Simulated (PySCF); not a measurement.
**Structure from NMR data**

An unknown has the formula C₉H₁₂. Its calculated NMR data are:

1H NMR (600 MHz, computed): δ 7.22 (m, 1H), 7.19 (m, 2H), 2.33 (s, 6H), 2.22 (s, 3H).

13C{1H} NMR (computed): δ 143.6 (C, 2C), 141.0 (C), 134.4 (CH, 2C), 133.8 (CH), 20.9 (CH3, 2C), 15.1 (CH3).

- coordinates at the PBE0-D3(BJ)/def2-SVP level
- shieldings: GIAO HF/pcSseg-1
- code: PySCF 2.14.0 with density-fitted response routines
- no solvent, equivalent nuclei averaged, one computed conformer, relativity neglected

Chemical shifts δ = σref − σ; 1H and 13C vs TMS, all at this level.

**Question.** Which candidate is it?
A. CC(C)c1ccccc1
B. Cc1cccc(C)c1C
C. C=CCC1=CCC=CC1

**Answer.** B. 

1. The formula gives 4 degrees of unsaturation (1 ring in the answer).
2. 6 carbon signals for 9 carbons: some carbons are equivalent by symmetry or fast rotation.
3. Carbon types of the structure: 3 × C, 3 × CH, 3 × CH3, which accounts for all hydrogens.
4. δC 143.6, 141.0: substituted aromatic carbon.
5. δC 134.4, 133.8: aromatic CH; the aromatic region.
6. δC 20.9, 15.1: methyl carbon on an aromatic ring; saturated and bonded to C and H only.
7. δH 7.22, 7.19: hydrogen on an aromatic CH; the ring current deshields protons in the ring plane.
8. δH 2.33, 2.22: hydrogen on a methyl carbon on an aromatic ring; benzylic-type position, deshielded by the ring.

The others: CC(C)c1ccccc1 would give 5 signals for carbon-bound and other non-exchanging H, not 4; C=CCC1=CCC=CC1 would give 9 carbon signals, not 6.

Shifts are as computed. Against solution values, carbons near 30 ppm lie about -0 ppm off and those near 130 ppm about +7 ppm. Of 1211 compounds with measured shifts, 218 miss one by over three times the rms of a fit or turn the order of signals round; such compounds aren't used in these exercises. Multiplicities follow the n + 1 count of equivalent neighbours, as no J values were calculated; m marks all less simple cases, F and P coupling included.
